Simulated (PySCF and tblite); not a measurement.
Results of a calculation; reference values are marked as such.
C₈H₁₁N, numbered as in [CH3:1][C@H:2]1[CH2:3][CH2:4][C@@H:5]2[C@H:6]([C:7]#[N:8])[C@H:9]12.

Free energies: PBE0-D3(BJ)/pcSseg-1 on GFN2-xTB structures plus GFN2-xTB thermal terms, symmetry and mirror images included. Conformers within 2.5 kcal/mol (GFN2-xTB free energy) were kept, 3 at most. Of two unlike H on one atom, a is the less shielded (PBE0/pcSseg-1). Programs: PySCF with density fitting and tblite.

An NOE distance is ⟨r⁻⁶⟩^(−1/6) over all pairs of like atoms and, for the average, over conformers.

The 5-ring runs over atoms 2–3–4–5–9.

| conformer | shape | weight % |
| --- | --- | --- |
| 1 | 5-ring envelope (ring torsions 23, -14, -1, 15, -23°) | 95.3 |
| 2 | 5-ring envelope (ring torsions -26, 16, 0, -16, 26°) | 4.7 |

(1) Which H–H contacts under 3.5 Å would NOEs report (pairs on one atom left out) at 298.15 K?

## Answers

(1) 
| pair | in 1 (Å) | in 2 (Å) | average (Å) |
| --- | --- | --- | --- |
| H2 ··· H3a | 2.34 | 2.38 | 2.34 |
| H3a ··· H4b | 2.36 | 2.39 | 2.36 |
| H3b ··· H4a | 2.37 | 2.35 | 2.37 |
| H4a ··· H5 | 2.47 | 2.43 | 2.46 |
| H5 ··· H6 | 2.49 | 2.51 | 2.49 |
| H6 ··· H9 | 2.49 | 2.52 | 2.49 |
| H1 ··· H2 | 2.60 | 2.59 | 2.60 |
| H5 ··· H9 | 2.65 | 2.65 | 2.65 |
| H1 ··· H3b | 2.73 | 2.71 | 2.73 |
| H2 ··· H9 | 2.73 | 2.92 | 2.74 |
| H4b ··· H5 | 2.74 | 2.92 | 2.74 |
| H2 ··· H3b | 2.76 | 3.02 | 2.77 |
| H3b ··· H4b | 2.76 | 3.02 | 2.77 |
| H1 ··· H9 | 2.83 | 2.80 | 2.83 |
| H3a ··· H4a | 3.02 | 2.75 | 3.00 |
| H1 ··· H4a | 3.28 | 4.77 | 3.31 |

Longer pairs under the limit may be missing.
